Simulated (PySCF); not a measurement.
## Optical rotation: `C=C[C@H]1CC[Si@H](F)O1`, C$_{5}$H$_{9}$FOSi

Geometry:
```tsv
atom	x (Å)	y (Å)	z (Å)
C1	2.572	0.271	0.943
C2	1.864	-0.322	0.002
C3	0.468	0.064	-0.383
C4	-0.520	-1.086	-0.090
C5	-1.913	-0.478	0.080
Si6	-1.481	1.196	0.860
F7	-2.289	2.431	0.217
O8	0.041	1.225	0.307
H9	2.174	1.110	1.488
H10	3.568	-0.050	1.195
H11	2.254	-1.163	-0.556
H12	0.445	0.303	-1.456
H13	-0.479	-1.835	-0.881
H14	-0.217	-1.556	0.848
H15	-2.389	-0.336	-0.892
H16	-2.555	-1.132	0.663
H17	-1.548	1.370	2.293
```

Level of theory: PySCF 2.14.0, TDDFT BHandHLYP/def2-SVPD circular dichroism and optical rotation, one conformer, gas phase. Geometry: GFN2-xTB.

The molecule is flexible and this is one conformer; a measurement averages over conformers.

Stereocentres: C3 R, Si6 S.

What is the specific rotation at 633, 589.3, 546, 436, 405, 365, 355 nm?

[α] in deg dm⁻¹ (g/mL)⁻¹:
```
λ (nm)  origin-invariant length gauge  modified velocity gauge  length gauge (centre of mass)  isotropic polarisability (au)
   633                          +46.1                    +50.2                          +48.1                           81.5
 589.3                          +54.5                    +59.4                          +56.9                           81.8
   546                          +65.6                    +71.3                          +68.4                           82.2
   436                         +117.1                   +126.8                         +121.7                           83.6
   405                         +143.8                   +155.5                         +149.4                           84.3
   365                         +195.6                   +210.8                         +202.8                           85.5
   355                         +213.2                   +229.7                         +220.9                           85.8
```

And for the mirror image at 589.3 nm?

-54.5 deg dm⁻¹ (g/mL)⁻¹ (origin-invariant length gauge): the same size and the opposite sign.

What is the molar rotation [Φ] = [α]·M/100 of the geometry above at 589.3 nm?

With M = 132.21 g/mol, +72.1 deg cm² dmol⁻¹ (origin-invariant length gauge).

The first excitation lies at 7.37 eV (168 nm) with R = +16.8 × 10⁻⁴⁰ esu² cm² (velocity form).
